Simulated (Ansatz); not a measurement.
Conformers of C₂H₈GeO₂ (`C[CH2][GeH]([OH])[OH]`), each relaxed with PBE0-D4/def2-TZVP in Ansatz. CBS adds the triple-zeta coupled-cluster correction to the MP2 limit.

Outer-core shells of Ge are correlated without core-valence functions. Scalar relativity is left out up to krypton. Spin–orbit coupling is left out.

Not all of them had a frequency check.

Conformer A:

Cartesian coordinates in Å:
```
C 0.570 -1.552 -0.563
C 1.036 -0.104 -0.477
Ge -0.281 1.037 0.368
O -0.464 0.404 2.020
O -1.842 0.832 -0.472
H 1.325 -2.179 -1.045
H 0.377 -1.963 0.430
H -0.353 -1.638 -1.140
H 1.961 -0.020 0.101
H 1.242 0.307 -1.469
H 0.030 2.552 0.413
H -1.291 0.666 2.431
H -2.310 1.659 -0.596
```

Conformer B:

Z-matrix (Å, degrees):
```
C
C 1 1.523
H 1 1.093 2 111.7
H 1 1.092 2 111.2 3 -120.2
H 1 1.093 2 111.2 3 119.8
Ge 2 1.934 1 113.1 3 61.6
H 2 1.093 1 111.2 3 -179.1
H 2 1.093 1 111.6 3 -60.0
O 6 1.784 2 108.0 1 62.7
O 6 1.777 2 106.0 1 179.3
H 6 1.549 2 116.5 1 -58.0
H 9 0.959 6 113.1 2 -141.2
H 10 0.959 6 113.3 2 -167.7
```

Question: Which is lowest in electronic energy at CCSD(T)/CBS (frozen core, def2 sets), and by how much? (An estimate is asked.)

Answer: Ansatz gave: A; B lies 0.6 kJ/mol higher. Gaps under about 2 kJ/mol don't settle the order.

Question: Give the energies relative to A (kJ/mol) with B3LYP-D4/def2-TZVPP, ωB97X-V/def2-TZVPP, MP2/def2-TZVPP, SCS-MP2/def2-TZVPP, CCSD/def2-TZVPP, HF/def2-QZVPP, SCS-MP2/def2-QZVPP. (Best estimate.)

Answer: Ansatz gave: 
```
              level     B
B3LYP-D4/def2-TZVPP   0.8
 ωB97X-V/def2-TZVPP   0.7
     MP2/def2-TZVPP   0.8
 SCS-MP2/def2-TZVPP   0.6
    CCSD/def2-TZVPP   0.5
      HF/def2-QZVPP  -0.3
 SCS-MP2/def2-QZVPP   0.6
```

B3LYP here is the variant with VWN-RPA as its local correlation; programs differ in this.
